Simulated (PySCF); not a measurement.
Species: C5H7F2O2 (charge -1).
SMILES: `C[C@](F)(CCF)C(=O)[O-]`

The closed-shell SCF was solved with PySCF and density fitting under several settings on one GFN2-xTB geometry (grid level 2 and gas phase unless stated).

```tsv
settings	basis functions	SCF cycles	E (Eh)	HOMO (eV)	LUMO (eV)
PBE0/pcSseg-1	188	15	-544.3229	-1.64	5.39
PBE0/def2-SVPD, IEF-PCM chloroform	248	14	-544.0856	-5.65	1.59
HF/3-21G, grid level 4, energy threshold 1e-07 Eh	95	9	-539.0574	-4.59	11.16
```

Problem. Estimate the rows for these settings: (1) PBE0/3-21G; (2) OLYP/ANO-RCC-VDZP, start guess sap.

Solution. 
```csv
settings,basis functions,SCF cycles,E (Eh),HOMO (eV),LUMO (eV)
PBE0/3-21G,95,15,-541.3589,-0.51,7.44
"OLYP/ANO-RCC-VDZP, start guess sap",161,20,-544.9502,-0.09,3.11
```

Problem. Over all rows, what range does the HOMO–LUMO gap span?

Solution. From 3.20 eV (OLYP/ANO-RCC-VDZP, start guess sap) to 15.75 eV (HF/3-21G, grid level 4, energy threshold 1e-07 Eh). The functional of the narrowest has no exact exchange, that of the widest 100 % exact exchange.

Problem. Compare two rows with the functional PBE0: PBE0/3-21G and PBE0/pcSseg-1. Which energy is lower, and by how much?

Solution. PBE0/pcSseg-1 (188 functions) lies 2.9640 Eh or 1860 kcal/mol below PBE0/3-21G (95 functions).

Cycle counts include a coarse-grid stage where the run had one. ANO-RCC sets were contracted for a scalar-relativistic Hamiltonian, but ran non-relativistically here. The structure is a single GFN2-xTB conformer; no vibrational corrections.

The values belong to the conformer `[CH3:1][C@:2]([F:3])([CH2:4][CH2:5][F:6])[C:7](=[O:8])[O-:9]`: C1–C2–C4–C5 179°, C2–C4–C5–F6 -176°, C1–C2–C7–O8 48°.
